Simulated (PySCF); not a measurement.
## Two-dimensional NMR puzzle

Compound of formula C₄H₁₂N₂Si. Correlations simulated from computed shifts and the bond graph:

HSQC (one-bond C–H):
| δH | δC |
| --- | --- |
| 6.45 | 131.3 |
| 3.59 | 61.6 |
| 2.08 | 18.3 |
| 1.07 | 17.9 |

COSY cross peaks (H two or three bonds apart, from the bond graph; peaks can be absent where the dihedral angle is near 90°):
| δH | δH |
| --- | --- |
| 6.45 | 2.08 |
| 3.59 | 1.07 |

HMBC (two and three bonds, from the bond graph):
| δH | δC |
| --- | --- |
| 6.45 | 18.3 |
| 5.02 | 61.6 |
| 3.59 | 17.9 |
| 2.08 | 131.3 |
| 1.07 | 61.6 |

A single conformation, rapidly exchanging positions averaged, non-relativistic Hamiltonian, no solvent. PBE0/pcSseg-1 with gauge-including orbitals; GFN2-xTB geometry; PySCF 2.14.

Chemical shifts δ = σref − σ; 1H (σref 31.72) and 13C (σref 186.93) vs TMS, all at this level.

Exchangeable hydrogens are left out of these lists.

Problem. Assemble the structure.

Solution. `N(/N=C\C)([SiH3])CC`.

Numbering as in the mapped SMILES `[CH3:1]/[CH:2]=[N:3]\[N:4]([SiH3:5])[CH2:6][CH3:7]`. Each H is labelled by its parent atom.

1. δC 131.3 is C2, a C=N carbon (δH 6.45).
2. δC 61.6 is C6, an sp3 CH2 bonded to N (δH 3.59).
3. δC 18.3 is C1, a methyl carbon (δH 2.08).
4. δC 17.9 is C7, a methyl carbon (δH 1.07).
5. COSY links 6.45–2.08, 3.59–1.07.

This is the structure that produced the data.

Shifts are as computed. Against solution values, carbons near 30 ppm lie about +3 ppm off and those near 130 ppm about +5 ppm. Of 1211 compounds with measured shifts, 218 miss one by over three times the rms of a fit or turn the order of signals round; such compounds aren't used in these exercises.
